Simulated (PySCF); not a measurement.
SMILES F[Si](F)[Si](F)(F)F (F₅Si₂), doublet at its PBE0/def2-SVP optimised geometry (Å):

```
7

F     -1.7772     1.5315     0.0000
Si    -1.2874    -0.0115     0.0000
F     -1.7814    -0.6615     1.3976
Si     1.0673    -0.0115     0.0000
F      1.7772     0.7464     1.2209
F      1.5764    -1.5315     0.0052
F      1.5675     0.6705    -1.3619
```

Level of theory: unrestricted PBE0/def2-TZVP (PySCF). Cells within 0.4 Å of a nucleus heavier than hydrogen are left out (blank, or x).

Map of the log10 of the electron density (e/bohr³), floored at −4 on the plane z = 1.5 Å:

```
|00000000000000000000000000000|
|00000000000000000000000000000|
|00000000000000000000000000000|
|00000000000000000000000000000|
|00000000000000000000000000000|
|00000011111000000011111000000|
|00000122221100001122322110000|
|00001223322210012334444321000|
|00001233333211123455665432000|
|00001233333222234567776543100|
|00012233333322334678998653200|
|00012334444333345689xx8753200|
|00023345554443345689xx8753200|
|00123566665544445678987653200|
|00234678877544444567776543100|
|01245789x97654444455655432100|
|0124579xxx8654334444444321000|
|0124579xx98654333344433210000|
|00235689987643323333332210000|
|00134567776543222333332210000|
|00123455555432112233332110000|
|00012334443221011223322100000|
|00001122222100001122221100000|
|00000001110000000111110000000|
|00000000000000000000000000000|
|00000000000000000000000000000|
|00000000000000000000000000000|
|00000000000000000000000000000|
|00000000000000000000000000000|
```
Scale: ten equal steps from -4.00 (start of '0') to -0.081 (end of '9'), in the order '0123456789'; x runs from -4.00 to 4.00, y from -4.00 (bottom) to 4.00 (top).
